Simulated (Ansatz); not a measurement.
Job for Ansatz (a quantum-chemistry and plane-wave program): R-B3LYP/def2-TZVPP on FH2NSi (SMILES N[Si]F), a point of a torsion scan.

Ansatz 0.2 input:
```yaml
crystal:
  periodic: [false, false, false]
  atoms:
    - {symbol: N, position_ang: [-0.56756205, -0.00034705, -0.10954218]}
    - {symbol: Si, position_ang: [1.02284779, -0.46622420, 0.37505455]}
    - {symbol: F, position_ang: [0.69470358, -1.15981399, 1.84501867]}
    - {symbol: H, position_ang: [-0.90801033, 0.91650955, 0.14137773]}
    - {symbol: H, position_ang: [-1.31135625, -0.66795990, 0.07217395]}
basis:
  gaussian:
    orbitals: def2-TZVPP
hamiltonian:
  xc: {name: B3LYP}
scf: {lower_state_search: off}
```

It printed:

```
WARN ansatz: RAYON_NUM_THREADS=1 ignored (pool sized by the plan → 1); use --threads N
Functional definition: B3LYP
these checks for a lower state are left out or cut short: stability, starts, cluster_reference, orbital_swaps, neighbouring_geometries, increment
integrals: 0.04 GiB planned
720 factors; their error is unknown
mean field: 0.40 GiB planned
mean field evaluation 1: about -12111.8572 eV, gradient 7.3e1 eV
mean field evaluation 2: about -12076.0904 eV, gradient 1.3e2 eV
mean field evaluation 4: about -12120.8217 eV, gradient 1.3e1 eV
mean field evaluation 8: about -12121.0546 eV, gradient 1.1e-1 eV
mean field evaluation 16: about -12121.0751 eV, gradient 3.4e-5 eV
mean field -12121.07512080 eV, -445.4412947298 hartree, gradient 6.7e-6 eV, S^2 0.000000; 0 other end points of the search recorded, 0 dependent functions left out
reference -12121.07530914 eV, -445.4413016510 hartree; 16, 16 occupied and 116, 116 virtual orbitals, 720 factors
Total energy: -12121.07530914 eV, -445.4413016510 hartree
Checks for a lower state left out: stability, starts, cluster_reference, orbital_swaps, neighbouring_geometries, increment
```

The run converged.

Cost: around 1.2 core-seconds (rough).
